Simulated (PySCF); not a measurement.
Cartesian coordinates in Å; atom numbers follow the order of the lines, from 1:
```xyz
20

C     2.9519   -0.4180   -0.7776
C     3.3617    0.8724   -0.5597
S     2.2487    1.7248    0.4280
C     1.1988    0.3620    0.5677
Si   -0.4355    0.3862    1.4602
C    -1.7430    1.3963    0.5366
C    -2.3000    0.4563   -0.5555
Si   -2.3537   -1.2776    0.2083
O    -1.0921   -1.1536    1.3163
C     1.7170   -0.7072   -0.1351
H     3.5170   -1.1344   -1.3753
H     4.2637    1.3633   -0.9241
H    -0.2727    0.7710    2.8902
H    -1.3486    2.3367    0.1188
H    -2.5373    1.6719    1.2523
H    -1.6008    0.4180   -1.4090
H    -3.2687    0.7968   -0.9548
H    -3.6319   -1.5687    0.9252
H    -2.0822   -2.3772   -0.7633
H     1.2158   -1.6763   -0.1731
```

Geometry: PBE0-D3(BJ)/def2-SVP; GIAO shifts from PySCF 2.14, gas phase, non-relativistic, averaged over equivalent atoms.

At WP04/pcSseg-1 (241 basis functions, 43 s wall time on 1 thread of an Arm Neoverse V2, shared host):
```csv
atoms,δ (ppm)
C4,144.1
C10,143.4
C2,143.0
C1,132.5
C6,13.6
C7,8.7
S3,247.7
Si5,-7.2
Si8,-9.1
O9,26.7
H20,7.30
H12,7.26
H11,6.91
H13,4.91
H19,4.42
H18,4.27
H14,0.96
H17,0.83
H15,0.82
H16,0.72
```

Chemical shifts δ = σref − σ; 13C (σ = 172.44 ppm), 29Si (σ = 338.69 ppm), 1H (σ = 31.56 ppm) vs TMS; 33S (σ = 462.27 ppm) vs CS2; H2O for 17O (σ = 317.54 ppm), all at this level.

Predict the values at PBE0/pcSseg-1 on the same geometry.

Results:


```tsv
atoms	δ at PBE0/pcSseg-1	change
C4	141.2	-2.9
C10	142.9	-0.5
C2	141.2	-1.8
C1	132.2	-0.3
C6	12.4	-1.2
C7	6.4	-2.3
S3	235.9	-11.8
Si5	4.5	+11.7
Si8	1.9	+11.0
O9	38.9	+12.2
H20	7.58	+0.28
H12	7.55	+0.29
H11	7.25	+0.34
H13	5.69	+0.78
H19	5.22	+0.80
H18	5.02	+0.75
H14	1.06	+0.10
H17	0.91	+0.08
H15	0.91	+0.09
H16	0.85	+0.13
```

Referencing at the same level of theory: TMS for 13C (σref 184.41) and 29Si (σref 351.99) and 1H (σref 31.27); CS2 for 33S (σref 495.66); H2O for 17O (σref 334.56).

The largest change is at O9 (oxygen bonded to 2 Si, in a 5-membered ring). Cost: 241 basis functions, 57 s wall time on 1 thread of an Arm Neoverse V2, shared host. The order of the carbon signals changes between the two levels.

Experimental scales use liquid or dissolved standards, which lie at an offset from isolated H2O (liquid H2O: subtract about 36 ppm).
